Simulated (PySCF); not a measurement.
PySCF input for Mg(Me)2 (C2H6Mg), SMILES [Mg]([CH3])[CH3], HF/pcSseg-2. Geometry: B3LYP-D3(BJ)/def2-TZVP. The isomer is the one that the SMILES or the coordinates give; other isomers of the formula were not compared.

```python
import numpy as np
from pyscf import gto, scf, dft
from pyscf.prop.nmr import rhf as nmr

mol = gto.M(
    atom='''
    Mg    0.00000000    0.00000000   -0.00000000
    C    -0.00000000   -0.00000000   -2.09324667
    H     0.85986835    0.54131048   -2.49934554
    H    -0.89872279    0.47401260   -2.49934553
    H     0.03885445   -1.01532306   -2.49934554
    C     0.00000000    0.00000000    2.09324667
    H     0.85986834   -0.54131048    2.49934553
    H    -0.89872280   -0.47401260    2.49934554
    H     0.03885445    1.01532306    2.49934554
    ''',
    basis='pcSseg-2',
    charge=0,
    spin=0,
    max_memory=1600,
    verbose=3,
)
mf = scf.RHF(mol).density_fit(auxbasis='def2-universal-jkfit')
mf.conv_tol = 1e-10
mf.max_cycle = 100
mf.kernel()
n = nmr.NMR(mf)
n.verbose = 2
n.max_cycle_cphf = 60
sigma = n.kernel()
print('atom   isotropic/ppm   span/ppm')
for i, s in enumerate(sigma):
    w = np.linalg.eigvalsh((s + s.T) / 2)
    print(f'{mol.atom_symbol(i):2s}{i + 1:3d} {w.mean():14.3f} {w[2] - w[0]:11.3f}')
```

Log of the run:

```
converged SCF energy = -278.842163090841
atom   isotropic/ppm   span/ppm
Mg  1        420.965     432.068
C   2        212.497      13.450
H   3         32.980      12.075
H   4         32.980      12.075
H   5         32.980      12.075
C   6        212.497      13.450
H   7         32.980      12.075
H   8         32.980      12.075
H   9         32.980      12.075
```

Self-consistency was reached.
